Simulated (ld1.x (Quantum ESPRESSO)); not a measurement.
## Which setting gave this result? (bromine, RRKJ)

Base potential:

```
Element                 : bromine
Generator               : ld1.x (Quantum ESPRESSO) 7.5
Type                    : norm-conserving RRKJ (Kleinman–Bylander form)
Functional              : PBE
Relativity              : scalar-relativistic
Frozen core             : [Ne]
Valence charge          : 25
Reference configuration : 3s2 3p6 3d10 4s2 4p5
Partial waves           : 3p (bound): rc 0.65 bohr; 3d (bound): rc 1.00 bohr; 3s (bound): rc 0.60 bohr
Local potential         : the s channel
Core correction         : none
```

Occupied shells without a wave of their own: 4p, 4s. They enter only through the test configuration that unscreens the potential.

Cutoffs, loose and tight: the cutoffs (Ry, on a coarse ladder) from which the occupation-weighted sum of valence levels, in a spherical-Bessel basis at the reference potential, stays within 10 and 1 mRy of its value at 400 Ry. They do not see the model core or the augmentation charge, which bear on the density cutoff. Test errors are all-electron minus pseudo excitation energies from the reference, over the configurations 3s2 3p6 3d10 4s2 4p4; 3s2 3p6 3d10 4s2 4p3; 3s2 3p6 3d10 4s2 4p2; 3s1 3p6 3d10 4s2 4p5; 3s2 3p6 3d9 4s2 4p5; 3s2 3p6 3d10 4s1 4p5; 3s2 3p6 3d10 4s1 4p6; variants that change the core or the reference have their own tests.

Only the scale of all radii (base = 1) is moved (1 further runs of the sweep failed or gave no value and are left out):

```json
{"scale of all radii (base = 1)": "0.77", "bound ghosts": "none", "largest test error (meV)": "-295", "median size of the test errors": "129.7 meV"}
{"scale of all radii (base = 1)": "1.14", "bound ghosts": "none", "largest test error (meV)": "-924", "median size of the test errors": "651.2 meV"}
{"scale of all radii (base = 1)": "1.26", "bound ghosts": "none", "largest test error (meV)": "-1865", "median size of the test errors": "1043.7 meV"}
{"scale of all radii (base = 1)": "1.34", "bound ghosts": "none", "largest test error (meV)": "-2461", "median size of the test errors": "1377.6 meV"}
```

Question: One more run gave bound ghosts: none; largest test error (meV): -477; median size of the test errors: 372.5 meV. Which value of the scale of all radii (base = 1) was used?

Answer: 1.02. The median size of the test errors moves one way along this sweep, from 129.7 meV at 0.77 to 1377.6 meV at 1.34, which places the run between 0.77 and 1.14.
